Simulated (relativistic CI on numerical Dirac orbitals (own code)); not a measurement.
**Electric-dipole transitions in Ho⁵⁰⁺**

Computed by Dirac-Coulomb-Breit CI, orbitals from a KLI potential per configuration, a model potential for QED, unscaled Slater integrals (own radial code, finite nucleus).

CI space (outside the closed core [Ne]): 3s2 3p5, 3s 3p6, 3s2 3p4 3d, 3s 3p5 3d, 3p6 3d, 3s 3p4 3d2, 3s2 3p3 3d 4p, 3p6 4s, 3s 3p4 3d 4s, 3s2 3p4 4s, 3p6 4p, 3s2 3p4 4p, 3s2 3p4 4d, 3p5 3d 4p, 3s 3p5 4s, 3s2 3p4 4f, 3s 3p5 4p, 3s 3p5 4d, 3s 3p5 4f, 3s2 3p4 5s, 3s2 3p4 5p, 3s2 3p3 4s 4p, 3s2 3p4 5d, 3s2 3p4 5f, 3s2 3p4 5g, 3s 3p4 4s2, 3s 3p5 5s, 3s 3p5 5p, 3s2 3p3 3d2, 3s2 3p2 3d3, 3s 3p3 3d3, 3s2 3p2 3d2 4s, 3s2 3p2 3d2 4p, 3s2 3p2 3d2 4d, 3p5 3d2, 3p4 3d3, 3p4 3d2 4s, 3p4 3d2 4p, 3p4 3d2 4d, 3s2 3p3 3d 4s, 3s 3p3 3d2 4s, 3s2 3p2 3d 4s2, 3s2 3p2 3d 4s 4p, 3s2 3p2 3d 4s 4d, 3p5 3d 4s, 3p4 3d 4s2, 3p4 3d 4s 4p, 3p4 3d 4s 4d, 3s2 3p3 4s2, 3s 3p3 3d 4s2, 3s2 3p2 4s2 4p, 3s2 3p2 4s2 4d, 3s2 3p3 4p2, 3s2 3p2 3d 4p2, 3s 3p3 3d 4p2, 3s2 3p2 4s 4p2, 3s2 3p2 4p3, 3s2 3p2 4p2 4d. Double excitations out of closed p, d and f shells are left out; levels of such configurations are missing from the list, as are those of other unlisted configurations, and high levels can miss mixing partners. These lack a partner that the ground configuration has and come out too high: 3s2 3p4 4f, 3s 3p5 4p, 3s 3p5 4d, 3s 3p5 4f, 3s2 3p4 5s.

```tsv
λ vac (nm)	Lower	Upper	A (s⁻¹)	gf	Branching (%)
2.5457	3s2 3p3 3d2 2G°_7/2 [22]	3s2 3p2 3d3 2F_5/2 [262]	2.63e+12	1.53e+00	66.0
2.5937	3s2 3p3 3d2 4G°_11/2 [38]	3s2 3p2 3d3 4F_9/2 [325]	2.80e+12	2.83e+00	95.8
2.5940	3s2 3p4 3d 2D_5/2 [13]	3s2 3p3 3d2 2P°_3/2 [151]	2.30e+12	9.27e-01	71.6
2.5949	3s2 3p4 3d 4D_3/2 [2]	3s2 3p3 3d2 4P°_1/2 [89]	2.87e+12	5.79e-01	83.4
2.6046	3s2 3p4 3d 4F_9/2 [9]	3s2 3p3 3d2 4D°_7/2 [129]	2.34e+12	1.90e+00	95.0
2.6056	3s2 3p4 3d 4D_5/2 [3]	3s2 3p3 3d2 4D°_3/2 [92]	1.87e+12	7.63e-01	68.2
2.6064	3s2 3p4 3d 2F_7/2 [6]	3s2 3p3 3d2 2F°_5/2 [95]	2.07e+12	1.26e+00	74.6
2.6115	3s2 3p4 3d 2D_3/2 [7]	3s2 3p3 3d2 2D°_3/2 [102]	2.95e+12	1.20e+00	90.0
2.6230	3s2 3p4 3d 2F_7/2 [6]	3s2 3p3 3d2 4F°_7/2 [94]	1.96e+12	1.62e+00	85.9
2.6273	3s2 3p4 3d 2F_7/2 [8]	3s2 3p3 3d2 4P°_5/2 [122]	2.52e+12	1.57e+00	95.2
2.6275	3s2 3p4 3d 2D_5/2 [13]	3s2 3p3 3d2 2F°_7/2 [148]	1.22e+12	1.01e+00	60.9
2.6414	3s2 3p3 3d2 4G°_11/2 [38]	3s2 3p2 3d3 4G_11/2 [313]	2.66e+12	3.33e+00	89.2
2.6497	3s2 3p4 3d 4F_9/2 [9]	3s2 3p3 3d2 4F°_9/2 [120]	9.22e+11	9.70e-01	94.2
2.6533	3s2 3p5 2P°_3/2 [1]	3s2 3p4 3d 2S_1/2 [26]	3.41e+12	7.20e-01	99.9
2.6659	3s2 3p4 3d 2D_5/2 [11]	3s2 3p3 3d2 2D°_5/2 [138]	1.88e+12	1.20e+00	96.7
2.6785	3s2 3p4 3d 2F_7/2 [8]	3s2 3p3 3d2 4D°_7/2 [114]	1.57e+12	1.36e+00	90.7
2.6820	3s2 3p5 2P°_3/2 [1]	3s2 3p4 3d 2P_3/2 [25]	1.73e+12	7.46e-01	100.0
2.6852	3s2 3p4 3d 2D_5/2 [11]	3s2 3p3 3d2 2F°_7/2 [136]	1.32e+12	1.14e+00	96.4
2.6907	3s2 3p5 2P°_3/2 [1]	3s2 3p4 3d 2D_5/2 [24]	1.78e+12	1.16e+00	100.0
2.6960	3s2 3p4 3d 4F_9/2 [9]	3s2 3p3 3d2 4F°_9/2 [113]	1.01e+12	1.10e+00	71.3
2.7038	3s2 3p4 3d 2F_7/2 [8]	3s2 3p3 3d2 4F°_9/2 [107]	9.66e+11	1.06e+00	79.6
2.7147	3s2 3p3 3d2 2G°_7/2 [22]	3s2 3p2 3d3 2G_7/2 [233]	1.73e+12	1.53e+00	91.4
2.7164	3s2 3p4 3d 4F_9/2 [9]	3s2 3p3 3d2 4G°_11/2 [108]	9.08e+11	1.21e+00	100.0
2.7212	3s2 3p5 2P°_1/2 [5]	3s2 3p4 3d 2D_3/2 [79]	1.39e+12	6.18e-01	99.9
2.8636	3s2 3p4 3d 4D_5/2 [3]	3s2 3p3 3d2 4H°_7/2 [71]	5.20e+11	5.11e-01	87.9
3.1000	3s2 3p4 3d 2G_7/2 [19]	3s 3p5 3d 2F°_5/2 [183]	1.41e+12	1.22e+00	67.4
4.0929	3s2 3p4 3d 2G_7/2 [19]	3s2 3p3 3d2 2H°_9/2 [127]	5.82e+11	1.46e+00	92.8
4.1563	3s2 3p4 3d 2F_7/2 [6]	3s2 3p3 3d2 2G°_9/2 [44]	4.41e+11	1.14e+00	98.9
4.1979	3s2 3p5 2P°_3/2 [1]	3s2 3p4 3d 2D_5/2 [13]	4.44e+11	7.04e-01	100.0
4.2305	3s2 3p4 3d 4D_5/2 [3]	3s2 3p3 3d2 2G°_7/2 [41]	3.14e+11	6.75e-01	92.3
```

Terms are leading LS components. Brackets give the number of a level in order of energy, since labels repeat. The list gives strong lines, with weight on those to low levels, without lines whose two gauges differ by over a factor of 2.5, among the lowest 400 of 10102 levels, so that lines to higher ones, which can be the strongest, are missing. Levels whose partners in the same complex of configurations lie outside the list can be far off, and so can their lines. Rates are taken at the computed energies, electric ones in the length gauge.

At this charge energies of transitions that change n are usually good to better than 1 %, and those within a shell (Δn = 0) to a few per cent.

LS names give the leading component of a level, which can be under half, so a name can repeat, a term be missing and a line seem to break the LS rules.
